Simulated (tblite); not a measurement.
Species: C7H12O.
Bonds: O1–C2, C2–C3, C3–C4, C4–C5, C5–C6, C6–C7, C4–C8, C2–C8, C4–C7. Hydrogens: H9 on O1; H10 on C2; H11, H12 on C3; H13, H14 on C5; H15, H16 on C6; H17, H18 on C7; H19, H20 on C8.

Computed with GFN2-xTB (tblite), gas phase: Langevin dynamics at 200 K from the optimised GFN2-xTB geometry, time step 0.5 fs, friction 0.01 fs⁻¹, 2000 steps.

Start geometry:
```
atom  x, y, z in Å
O1      3.143   -0.392    0.060
C2      1.960    0.203   -0.384
C3      0.856   -0.719   -0.942
C4     -0.172   -0.014   -0.044
C5     -1.299    0.820   -0.670
C6     -2.300    0.190    0.310
C7     -1.216   -0.799    0.764
C8      0.969    0.719    0.679
H9      2.922   -1.083    0.695
H10     2.271    0.973   -1.090
H11     1.011   -1.763   -0.670
H12     0.677   -0.656   -2.013
H13    -1.179    1.899   -0.597
H14    -1.490    0.557   -1.709
H15    -3.184   -0.255   -0.141
H16    -2.611    0.872    1.099
H17    -1.036   -0.843    1.837
H18    -1.369   -1.810    0.389
H19     1.174    0.310    1.669
H20     0.870    1.799    0.757
```

The statistics below take the 31 frames saved every 25 fs from 250 to 1000 fs; their kinetic temperature (all 3N coordinates) averages 186 K.

Task: How do the bond lengths spread?

Result: 
| bond | start (Å) | mean (Å) | standard deviation (Å) | shortest (Å) | longest (Å) |
| --- | --- | --- | --- | --- | --- |
| O1–C2 | 1.397 | 1.400 | 0.018 | 1.369 | 1.447 |
| C2–C3 | 1.543 | 1.544 | 0.024 | 1.494 | 1.602 |
| C3–C4 | 1.536 | 1.551 | 0.025 | 1.495 | 1.592 |
| C4–C5 | 1.536 | 1.531 | 0.024 | 1.488 | 1.598 |
| C5–C6 | 1.536 | 1.542 | 0.019 | 1.501 | 1.586 |
| C6–C7 | 1.536 | 1.539 | 0.027 | 1.503 | 1.601 |
| C4–C8 | 1.537 | 1.544 | 0.025 | 1.480 | 1.595 |
| C2–C8 | 1.542 | 1.543 | 0.027 | 1.487 | 1.618 |
| C4–C7 | 1.536 | 1.529 | 0.025 | 1.482 | 1.595 |
| O1–H9 | 0.964 | 0.965 | 0.017 | 0.921 | 0.999 |
| C2–H10 | 1.091 | 1.095 | 0.023 | 1.058 | 1.147 |
| C3–H11 | 1.090 | 1.093 | 0.028 | 1.052 | 1.151 |
| C3–H12 | 1.088 | 1.091 | 0.026 | 1.026 | 1.146 |
| C5–H13 | 1.088 | 1.090 | 0.027 | 1.026 | 1.144 |
| C5–H14 | 1.089 | 1.090 | 0.020 | 1.042 | 1.137 |
| C6–H15 | 1.088 | 1.090 | 0.020 | 1.051 | 1.130 |
| C6–H16 | 1.088 | 1.093 | 0.023 | 1.039 | 1.136 |
| C7–H17 | 1.089 | 1.094 | 0.024 | 1.051 | 1.137 |
| C7–H18 | 1.089 | 1.092 | 0.024 | 1.040 | 1.138 |
| C8–H19 | 1.090 | 1.090 | 0.015 | 1.062 | 1.116 |
| C8–H20 | 1.088 | 1.093 | 0.022 | 1.049 | 1.121 |

Task: How far does each atom move about its mean position (frames aligned on the start, all atoms weighted alike), and what rms force does it feel?

Result: 
| atom | rms displacement (Å) | rms force (eV/Å) |
| --- | --- | --- |
| O1 | 0.17 | 0.96 |
| C2 | 0.07 | 1.44 |
| C3 | 0.09 | 1.44 |
| C4 | 0.07 | 1.47 |
| C5 | 0.09 | 1.51 |
| C6 | 0.11 | 1.32 |
| C7 | 0.10 | 1.55 |
| C8 | 0.09 | 1.40 |
| H9 | 0.25 | 0.79 |
| H10 | 0.17 | 0.76 |
| H11 | 0.16 | 0.98 |
| H12 | 0.18 | 0.92 |
| H13 | 0.21 | 0.97 |
| H14 | 0.21 | 0.74 |
| H15 | 0.28 | 0.75 |
| H16 | 0.27 | 0.84 |
| H17 | 0.22 | 0.78 |
| H18 | 0.23 | 0.80 |
| H19 | 0.16 | 0.55 |
| H20 | 0.17 | 0.76 |

The displacements run from 0.07 to 0.28 Å.

The run is classical and short, so these are rough statistics of one trajectory.

The cost below is that of the whole dynamics run. The run took 14 s of wall time on one thread of an Intel Xeon at 2.80 GHz, no GPU, shared host with 64 logical CPUs at a one-minute load of 12, and the process peaked at 0.18 GiB of memory.
